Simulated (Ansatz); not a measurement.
C4H5, charge -1, singlet, geometry from GFN2-xTB (a gas-phase anion, which may not be bound at this level); SVWN5/aug-pcseg-1 (Ansatz, an electronic-structure program).

Input for Ansatz:
Ansatz 0.2 input:
```yaml
crystal:
  periodic: [false, false, false]
  atoms:
    - {symbol: C, position_ang: [-0.01348128, 1.18155902, 0.44895058]}
    - {symbol: C, position_ang: [0.00640291, -1.09047136, 0.32460397]}
    - {symbol: C, position_ang: [0.75400431, 0.06221722, -0.26521490]}
    - {symbol: C, position_ang: [-0.75049844, 0.04972316, -0.27751056]}
    - {symbol: H, position_ang: [-0.01520664, 2.09591209, -0.26903994]}
    - {symbol: H, position_ang: [-0.00145211, -1.21255464, 1.40980063]}
    - {symbol: H, position_ang: [0.01870869, -2.05397794, -0.20208349]}
    - {symbol: H, position_ang: [1.39180994, -0.01229614, -1.15053042]}
    - {symbol: H, position_ang: [-1.37242485, -0.03525157, -1.17312134]}
basis:
  gaussian:
    orbitals: aug-pcseg-1.json
hamiltonian:
  xc: {name: SVWN5}
total_charge: -1
```
The basis file holds aug-pcseg-1 in the JSON format of the Basis Set Exchange.

Task: Write the output that Ansatz gives for this input, abridged.

Result: 
```
Functional definition: SVWN5
1127 factors; their error is unknown
mean field evaluation 1: about -4176.0200 eV, gradient 5.7e1 eV
mean field evaluation 2: about -3979.0745 eV, gradient 1.9e2 eV
mean field evaluation 4: about -4184.3356 eV, gradient 2.2e1 eV
mean field evaluation 8: about -4185.5199 eV, gradient 4.4e-1 eV
mean field evaluation 16: about -4185.4338 eV, gradient 1.5e-3 eV
mean field evaluation 32: about -4185.3794 eV, gradient 3.7e0 eV
mean field evaluation 64: about -4179.9613 eV, gradient 6.2e0 eV
mean field -4185.43383283 eV, -153.8118563677 hartree, gradient 5.7e-5 eV, S^2 0.000000; 5 other end points of the search recorded, 0 dependent functions left out
reference -4185.43388135 eV, -153.8118581508 hartree; 15, 15 occupied and 122, 122 virtual orbitals, 1127 factors
Total energy: -4185.43388135 eV, -153.8118581508 hartree
```
